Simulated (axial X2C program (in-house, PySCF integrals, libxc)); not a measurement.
# Worked dissociation energy of SnBr⁻: PBE0, without spin–orbit coupling

All values were computed with an axial X2C code built on PySCF integrals. Spin-free means the one-electron spin-free X2C Hamiltonian. Basis: Sn dyall-acv3z [12s13p10d5f1g], Br dyall-acv3z [9s10p7d5f1g] (cores contracted in-house); Gaussian nuclei, density fitting, unrestricted open shells. Masses: Sn 119.902 u, Br 78.918 u.

Molecular state: M_S = 1, Λ = 0 (beyond evenly filled blocks: π+α, π-α).

| Property | Result |
| --- | --- |
| E(Sn) (2M_S = 2, M_L = 0) | -6176.214469 hartree |
| E(Br-) (2M_S = 0, M_L = 0) | -2606.136111 hartree |
| E(SnBr⁻) at Re | -8782.413437 hartree |
| ωe | 173.0 cm⁻¹ |
| ωexe | 0.627 cm⁻¹ |

**Question.** Work out De and D0.

**Answer.** De = -6176.214469 + (-2606.136111) − (-8782.413437) = 0.06286 hartree = 1.710 eV. The zero-point energy is ωe/2 − ωexe/4 = 86 cm⁻¹ = 0.011 eV, so D0 = 1.700 eV.

One determinant describes the state; a PBE0 search over occupations chose it and may have missed a lower one. Dissociation energies refer to the lowest single-determinant-based atoms at the same level and basis. PBE0 can misorder states that lie within some tenths of an eV, so this need not be the ground state of the molecule. The nearest other spin-free determinant of the search, M_S = 0, Λ = 2, lies 0.65 eV up at the distance of the search. The highest occupied level of some functionals is positive through self-interaction error; at Hartree–Fock it is bound. Spin-free De lacks the spin–orbit lowering of the heavy p-block atom, a tenth of an eV or more for 4p and 5p, up to an eV for 6p and one to two eV for 7p atoms, less what an open-shell molecule gains itself.

Each atomic determinant is the lowest at this level and need not be a pure term. Totals compare only within one Hamiltonian and basis.
